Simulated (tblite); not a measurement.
Species: C4H7F2Si (doublet state).
Geometry (GFN2-xTB, Å), atoms numbered from 1 in this order:
```xyz
14
C4H7F2Si angstrom
C      0.972   -1.591    0.282
C      0.572   -0.434   -0.280
Si     1.728    0.881   -0.842
C     -0.905   -0.175   -0.462
C     -1.449    0.580    0.740
F     -0.916    1.827    0.817
F     -2.791    0.757    0.641
H      2.012   -1.806    0.449
H      0.270   -2.352    0.583
H      3.125    0.776   -0.474
H      1.192    2.150   -1.283
H     -1.102    0.424   -1.353
H     -1.462   -1.111   -0.537
H     -1.246    0.075    1.697
```

The geometry is computed with GFN2-xTB (gas phase). This method treats the open shell by occupation alone, without spin polarisation.

Take the most abundant isotopes and a rigid rotor. The values belong to one conformer with, in the numbering `[CH2:1]=[C:2]([SiH2:3])[CH2:4][CH:5]([F:6])[F:7]`, C1–C2–C4–C5 93°, C2–C4–C5–F6 66°.

(1) What are A, B and C (MHz)?

(2) What kind of rotor is it?

(3) Is it planar, by Δ = Ic − Ia − Ib?

(4) Give the other two planar moments, Paa and Pbb, and the rms extents of the mass along the axes.

(5) Where do the levels up to J = 2 lie, in cm⁻¹?

Results:

(1) Ia = 142.99, Ib = 378.69, Ic = 469.28 u·Å²; 505379 MHz·u·Å²/I gives A = 3534, B = 1335, C = 1077 MHz.

(2) An asymmetric top. Ray's parameter κ = (2B − A − C)/(A − C) = -0.790; −1 is the prolate and +1 the oblate limit.

(3) Not planar: Δ = Ic − Ia − Ib = -52.40 u·Å². For a rigid frame Δ = −2 Σ m c², so Σ m c² = 26.20 u·Å² lies off the ab plane: 7.38 from hydrogen and 18.82 from heavier atoms. The atom farthest from that plane is 1.61 Å away.

(4) Paa = Σ m a² = (Ib + Ic − Ia)/2 = 352.49 and Pbb = Σ m b² = (Ia + Ic − Ib)/2 = 116.79 u·Å². With the mass M = 121.03 u, the rms extents √(P/M) along a, b and c are 1.71, 0.98, 0.47 Å.

(5) Above 0(0,0):
J = 1: 1(0,1) 0.0804, 1(1,1) 0.1538, 1(1,0) 0.1624
J = 2: 2(0,2) 0.2406, 2(1,2) 0.3061, 2(1,1) 0.3319, 2(2,1) 0.5520, 2(2,0) 0.5527
The levels of one J sum to (2J + 1)J(J + 1)(A + B + C)/3.

For this open shell read J as N, the rotation without spin; fine and hyperfine splittings come on top. Its GFN2-xTB frequencies are all real (lowest 43 cm⁻¹). These are rigid-rotor constants of the computed structure; measured ground-state constants (B0) also hold zero-point vibration.
